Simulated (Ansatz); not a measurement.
Calculated with Ansatz (gas phase, PBE0-D4/def2-TZVP geometries, no zero-point term in ΔE). CBS: MP2 limit from def2 TZ/QZ plus the TZ coupled-cluster correction, frozen cores. Each species was taken in one conformer, which may not be the lowest.

Consider the formal exchange of groups at the Al–Al bond: `C[CH2][AlH][AlH][SiH3]` + silanol → `O[SiH2][AlH][SiH3]` + `C[CH2][AlH2]`.

| species | CCSD(T)/CBS(def2) energy (Eh) |
| --- | --- |
| `C[CH2][AlH][AlH][SiH3]` | -855.19676 |
| `O[SiH3]` | -366.69042 |
| `O[SiH2][AlH][SiH3]` | -899.56873 |
| `C[CH2][AlH2]` | -322.31200 |

Q: Work out ΔE.

A: ΔE = (-899.56873) + (-322.31200) − (-855.19676) − (-366.69042) = 0.00645 Eh = +4.0 kcal/mol.

Largest T1 diagnostic among the species: 0.013.
